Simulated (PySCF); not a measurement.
B(H)(Me)(OEt), C3H9BO, SMILES O(BC)CC (CAM-B3LYP/def2-SVP optimised geometry):

```
14

B     -0.490     0.978     0.000
H     -1.093     2.030     0.000
C      1.082     0.978     0.000
H      1.439     1.510     0.899
H      1.437     1.581    -0.853
H      1.579    -0.002    -0.041
O     -1.283    -0.111     0.002
C     -0.847    -1.457    -0.006
C     -0.776    -1.999    -1.419
H      0.129    -1.554     0.497
H     -1.579    -2.030     0.584
H     -0.014    -1.467    -2.009
H     -0.518    -3.068    -1.410
H     -1.745    -1.880    -1.925
```

Computed with CAM-B3LYP/def2-TZVP in PySCF 2.14.0.

What are the frontier orbital energies and the dipole moment?

HOMO-2 -11.01 eV, HOMO-1 -10.40 eV, HOMO -9.53 eV, LUMO 1.36 eV, LUMO+1 1.75 eV; dipole moment 1.86 D.

On the same geometry PBE/def2-TZVP in PySCF gives HOMO-2 -8.02 eV, HOMO-1 -7.51 eV, HOMO -6.62 eV, LUMO -0.70 eV, LUMO+1 0.27 eV; dipole moment 1.84 D.

Meta-Löwdin charges at CAM-B3LYP/def2-TZVP: B1 0.23, H2 -0.02, C3 -0.47, H4 0.13, H5 0.13, H6 0.11, O7 -0.36, C8 0.03, C9 -0.33, H10 0.09, H11 0.11, H12 0.11, H13 0.11, H14 0.12.
